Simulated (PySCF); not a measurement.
# `CP(C)(=N)CCC(F)(F)F`: 4 charge schemes on one density

Species: C5H11F3NP.
Z-matrix (Å and degrees, GFN2-xTB geometry), rows numbered from 1:
```
C 
P   1  1.8458
C   2  1.8190  1  103.64
N   2  1.5543  1  121.79  3  -119.74
C   2  1.8916  1  103.74  3   105.42
C   5  1.5214  2  110.33  1   110.40
C   6  1.5100  5  111.18  2   -78.31
F   7  1.3415  6  112.35  5  -178.44
F   7  1.3420  6  112.88  5    61.25
F   7  1.3449  6  112.47  5   -58.57
H   1  1.0866  2  111.49  3   -52.04
H   1  1.0897  2  106.68  3    67.91
H   1  1.0870  2  110.25  3  -174.31
H   3  1.0878  2  108.09  1   -58.91
H   3  1.0876  2  107.46  1  -176.04
H   3  1.0880  2  111.84  1    62.49
H   4  1.0093  2  116.11  1   -48.70
H   5  1.0926  2  106.14  1  -132.40
H   5  1.0903  2  112.20  1   -14.09
H   6  1.0921  5  111.97  2   161.69
H   6  1.0953  5  109.24  2    40.37
```

Density: PBE0/pcSseg-1 (PySCF); schemes: Mulliken, IAO, Hirshfeld and ESP-fitted. Geometry: GFN2-xTB, one conformer, isolated molecule.

Q: For which atoms does the sign change between the 4 schemes (beyond +0.03 e in one, beyond −0.03 e in another)?

A: For none.

Q: At which atom do the 4 schemes differ most?

A: At P2: from +0.402 (Hirshfeld) to +1.351 e (IAO), 0.949 e apart.

Q: Give the atomic charges in each scheme.

A: In e:

```tsv
atom	environment	Mulliken	IAO	Hirshfeld	ESP-fitted
C1	sp3 carbon bound to phosphorus	-0.456	-0.684	-0.168	-0.773
P2	phosphorus bonded to 3 C and N	+0.593	+1.351	+0.402	+1.011
C3	sp3 carbon bound to phosphorus	-0.440	-0.659	-0.160	-0.711
N4	nitrogen bonded to P and H	-0.631	-1.003	-0.418	-0.971
C5	sp3 carbon bound to phosphorus	-0.456	-0.521	-0.123	-0.251
C6	chain CH2 carbon	-0.284	-0.306	-0.096	-0.270
C7	CF3 carbon	+0.780	+0.805	+0.263	+0.566
F8	fluorine of a CF3 group	-0.268	-0.283	-0.098	-0.209
F9	fluorine of a CF3 group	-0.277	-0.288	-0.066	-0.199
F10	fluorine of a CF3 group	-0.276	-0.290	-0.096	-0.191
H11	methyl hydrogen	+0.138	+0.157	+0.049	+0.208
H12	methyl hydrogen	+0.154	+0.164	+0.051	+0.206
H13	methyl hydrogen	+0.162	+0.169	+0.040	+0.204
H14	methyl hydrogen	+0.155	+0.167	+0.053	+0.209
H15	methyl hydrogen	+0.162	+0.173	+0.055	+0.211
H16	methyl hydrogen	+0.134	+0.150	+0.047	+0.162
H17	N–H hydrogen	+0.172	+0.245	+0.079	+0.364
H18	methylene hydrogen	+0.162	+0.158	+0.050	+0.112
H19	methylene hydrogen	+0.158	+0.153	+0.036	+0.075
H20	methylene hydrogen	+0.155	+0.167	+0.054	+0.131
H21	methylene hydrogen	+0.163	+0.175	+0.046	+0.116
```

Mean size of the charges over all atoms: IAO 0.384 e, ESP-fitted 0.341 e, Mulliken 0.294 e, Hirshfeld 0.117 e. Each set sums to the total charge, 0, to within 0.001 e. The Mulliken scheme gives each basis function's population to the atom it is centred on and halves the overlap population of two atoms between them. The ESP scheme is a least-squares fit of atom-centred charges to the potential on four shells outside the van der Waals surface, with the total charge fixed.

Q: How many electrons does the IAO scheme count on C6?

A: Z − q = 6 − (-0.306) = 6.306.

Q: Sum the charges by element, for elements with more than one atom.

A: 
```
element  atoms  Mulliken     IAO  Hirshfeld  ESP-fitted
      C      5    -0.856  -1.364     -0.284      -1.439
      F      3    -0.821  -0.862     -0.260      -0.599
      H     11    +1.714  +1.878     +0.560      +1.998
```

These values come from a run that also computed NMR shieldings. The run took about 2.8 min of CPU time (with the writing of density and orbital grids) (one thread, shared machine).
